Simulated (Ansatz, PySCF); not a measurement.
ClH₃MoN₂S, SMILES [Mo](=[NH])([Cl])(=[S])[NH2], multiplicity 1. Atoms are numbered in the order given.

```xyz
8

Mo     0.1620     0.0735    -0.1815
N      0.9884    -0.7305    -1.4644
H      1.6602    -1.4201    -1.8057
S      1.0058    -0.4301     1.7053
Cl    -2.0664    -0.5129    -0.2409
N      0.3947     1.9515    -0.5118
H      0.7572     2.3433    -1.3783
H      0.3362     2.6553     0.2230
```

Coordinates come from a B3LYP-D3(BJ)/def2-SVP optimisation. The spin state was assumed, not searched. The structure was generated by enumeration; whether it is a known compound was not checked. The def2 effective core potentials stand for the cores of Mo; spin–orbit coupling is left out. The values are those of a single conformer.

Two levels are set side by side: PBE-D3(BJ)/def2-SVP (Ansatz, an electronic-structure program) and B3LYP-D3(BJ)/def2-SVP (Ansatz). Each level has its own optimised geometry; the coordinates shown are those of the second. Frequencies come from the Hessian of PySCF at each geometry. Differences are taken from unrounded values.

```json
[
 {"quantity": "mean bond length (Å)", "B3LYP-D3(BJ)": "1.591"},
 {"quantity": "bond Mo1–N2 (Å)", "B3LYP-D3(BJ)": "1.725"},
 {"quantity": "bond Mo1–S4 (Å)", "B3LYP-D3(BJ)": "2.127"},
 {"quantity": "bond Mo1–Cl5 (Å)", "B3LYP-D3(BJ)": "2.305"},
 {"quantity": "bond Mo1–N6 (Å)", "B3LYP-D3(BJ)": "1.921"},
 {"quantity": "bond N2–H3 (Å)", "B3LYP-D3(BJ)": "1.021"},
 {"quantity": "bond N6–H7 (Å)", "B3LYP-D3(BJ)": "1.018"},
 {"quantity": "bond N6–H8 (Å)", "B3LYP-D3(BJ)": "1.019"},
 {"quantity": "highest harmonic wavenumber (cm⁻¹)", "B3LYP-D3(BJ)": "3639"},
 {"quantity": "mean harmonic wavenumber (cm⁻¹)", "B3LYP-D3(BJ)": "1035"},
 {"quantity": "zero-point energy (kcal/mol)", "B3LYP-D3(BJ)": "26.64"}
]
```

Question: What does PBE-D3(BJ) give, and how far is it from B3LYP-D3(BJ)? (Estimate from the structure and the level; the computed values follow.)

Answer: 
```
quantity                            PBE-D3(BJ)  PBE-D3(BJ) minus B3LYP-D3(BJ)
----------------------------------  ----------  -----------------------------
mean bond length (Å)                     1.597                          0.006
bond Mo1–N2 (Å)                          1.735                          0.010
bond Mo1–S4 (Å)                          2.137                          0.010
bond Mo1–Cl5 (Å)                         2.300                         -0.005
bond Mo1–N6 (Å)                          1.924                          0.004
bond N2–H3 (Å)                           1.029                          0.008
bond N6–H7 (Å)                           1.025                          0.007
bond N6–H8 (Å)                           1.026                          0.007
highest harmonic wavenumber (cm⁻¹)        3569                            -69
mean harmonic wavenumber (cm⁻¹)           1009                            -26
zero-point energy (kcal/mol)             25.96                          -0.68
```

Exact exchange shortens and stiffens bonds; PBE has none. Differences between two approximate levels are no errors against the true value.
